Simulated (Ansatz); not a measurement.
Program: Ansatz. Geometries: PBE0-D4/def2-TZVP. ΔE: electronic, gas phase. CCSD(T)/CBS is the MP2 limit (def2-TZVPP, def2-QZVPP) plus CCSD(T) − MP2 in def2-TZVPP, frozen cores. Functionals use def2-TZVPP. B3LYP here is the variant with VWN-RPA as its local correlation; programs differ in this. One conformer a species, not always the lowest.

`CN(C)P` + `CCN[SiH3]` → `CCN([SiH3])P` + `CNC`  (ligand exchange at a P–N bond)

**Question.** Is it downhill or uphill in electronic energy at CCSD(T)/CBS, and by how much? (Estimate.)

**Answer.** Ansatz gave: Downhill: ΔE = -0.05 eV.

**Question.** What do these levels give: PBE0-D4, B3LYP-D4, B2PLYP, MP2/def2-TZVPP, MP2/CBS(def2), CCSD/CBS(def2)? (Best estimate.)

**Answer.** Ansatz gave: PBE0-D4 -0.04, B3LYP-D4 -0.05, B2PLYP -0.01, MP2/def2-TZVPP -0.05, MP2/CBS(def2) -0.05, CCSD/CBS(def2) -0.04 eV.

Largest T1 diagnostic among the species: 0.011.

The D4 term adds −0.06 eV with B3LYP and −0.03 eV with PBE0; it sums over pairs of atoms, weighted by their polarisabilities, and B3LYP, whose exchange is more repulsive, gets the larger term. In def2-TZVPP, CCSD(T) changes the Hartree–Fock value by −0.06 eV (the triples alone add −0.01 eV) and MP2 by −0.06 eV.
